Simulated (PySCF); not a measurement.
Bonding in `C#Cc1ccc([O-])cc1C`

Compound: C9H7O (charge -1).
SMILES with atom numbers: `[CH:1]#[C:2][c:3]1[cH:4][cH:5][c:6]([O-:7])[cH:8][c:9]1[CH3:10]` (hydrogens: H11 on C1; H12 on C4; H13 on C5; H14 on C8; H15, H16, H17 on C10)

Cartesian coordinates in Å at the PBE0-D3(BJ)/def2-SVP level; atoms count from 1:
```
atom  x, y, z in Å
C1    -2.705    2.699    0.440
C2    -1.739    1.952    0.366
C3    -0.625    1.082    0.278
C4     0.697    1.591    0.225
C5     1.799    0.773    0.136
C6     1.692   -0.675    0.089
O7     2.676   -1.435    0.004
C8     0.322   -1.154    0.148
C9    -0.787   -0.336    0.237
C10   -2.169   -0.923    0.292
H11   -3.548    3.357    0.505
H12    0.827    2.679    0.257
H13    2.809    1.192    0.096
H14    0.195   -2.242    0.117
H15   -2.790   -0.566   -0.547
H16   -2.698   -0.620    1.212
H17   -2.133   -2.022    0.256
```

Bond orders from the PBE0/pcSseg-1 density (PySCF). Isolated species at its PBE0-D3(BJ)/def2-SVP geometry, gas phase. The pcSseg-1 basis has no diffuse functions, a weakness for an anion.

Problem. Where do the orders between heavy atoms depart from those drawn in the SMILES?

Solution. The largest departure is 0.717, at C6–O7 (drawn single, 1.717), counting aromatic bonds as 1.5. Drawn single, order above 1.12: C6–O7 (1.717). Drawn double or triple, more than 0.30 short of the drawn order: C1–C2 (2.300). The bonds drawn aromatic range from 1.18 to 1.53. The SMILES, with its formal charges, is one Lewis structure only.

Problem. Set the Mayer orders of the bonds beside their lengths.

Solution. 
| bond | drawn as | length (Å) | Mayer order |
| --- | --- | --- | --- |
| C1–C2 | triple | 1.224 | 2.300 |
| C2–C3 | single | 1.416 | 1.074 |
| C3–C4 | aromatic | 1.418 | 1.325 |
| C4–C5 | aromatic | 1.375 | 1.529 |
| C5–C6 | aromatic | 1.452 | 1.182 |
| C6–O7 | single | 1.247 | 1.717 |
| C6–C8 | aromatic | 1.453 | 1.180 |
| C8–C9 | aromatic | 1.380 | 1.500 |
| C9–C10 | single | 1.503 | 1.103 |
| C9–C3 | aromatic | 1.427 | 1.269 |
| C1–H11 | single | 1.072 | 1.137 |
| C4–H12 | single | 1.096 | 0.965 |
| C5–H13 | single | 1.095 | 0.954 |
| C8–H14 | single | 1.096 | 0.949 |
| C10–H15 | single | 1.103 | 0.947 |
| C10–H16 | single | 1.103 | 0.947 |
| C10–H17 | single | 1.100 | 0.956 |

Bonds between the same two heavy elements. C–C: lowest C2–C3 (1.074, 1.416 Å), highest C1–C2 (2.300, 1.224 Å); in 4 of the 36 pairs the longer bond (by over 0.003 Å) has the higher order (by 0.02 or more).

Problem. Sum the orders of all bonds at each heavy atom with more than one neighbour and set the sums beside the valence in the SMILES.

Solution. C1 3.437 (drawn 4), C2 3.374 (drawn 4), C3 3.668 (drawn 4), C4 3.819 (drawn 4), C5 3.665 (drawn 4), C6 4.079 (drawn 4), C8 3.629 (drawn 4), C9 3.872 (drawn 4), C10 3.953 (drawn 4). Orders between atoms that aren't bonded are not in these sums.

Mayer orders depend on the basis set.
